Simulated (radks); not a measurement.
The numbers below are computed, except where a source is named.
Valence configurations of Ce II (all share [Xe]). Code: a radial shooting solver on a logarithmic mesh with Libxc functionals. Model: scalar-relativistic Kohn-Sham, LDA (Slater exchange, Perdew-Wang correlation), spin-polarised, spherical densities, finite nucleus; open shells are filled with parallel spins first (spin-orbit coupling, left out, can overturn this in heavy ions); Fermi nuclear charge, rms radius 4.8771 fm. Energies are relative to 4f1 5d2; eigenvalues in eV for spin up.

| valence | E (eV) | moment (Bohr magnetons) | e(4f) | e(5d) | e(6p) | e(6s) |
|---|---|---|---|---|---|---|
| 4f1 5d2 | 0.000 | 3 | -9.889 | -7.820 | - | - |
| 5d3 | 4.303 | 3 | - | -9.043 | - | - |
| 4f1 5d1.5 6p0.5 | 1.427 | 3 | -11.424 | -8.886 | -5.853 | - |
| 5d2 6p1 | 8.372 | 3 | - | -11.315 | -6.754 | - |
| 5d2.5 6p0.5 | 6.220 | 3 | - | -10.191 | -6.141 | - |
| 4f1 5d1 6p1 | 3.052 | 3 | -12.974 | -9.928 | -6.454 | - |
| 4f1 6p2 | 7.013 | 3 | -16.148 | - | -7.517 | - |
| 4f0.5 5d2.5 | 1.585 | 3 | -12.653 | -8.434 | - | - |
| 4f1.5 5d1.5 | -0.571 | 3 | -7.394 | -7.213 | - | - |
| 4f1 5d1 6s1 | -0.183 | 3 | -11.920 | -9.136 | - | -9.129 |

NIST lists [Xe] 4f1 5d2 as the ground configuration; this level of theory puts 4f1.5 5d1.5 lower, by 0.571 eV. The energies are those of spherical high-spin densities, not of single terms.
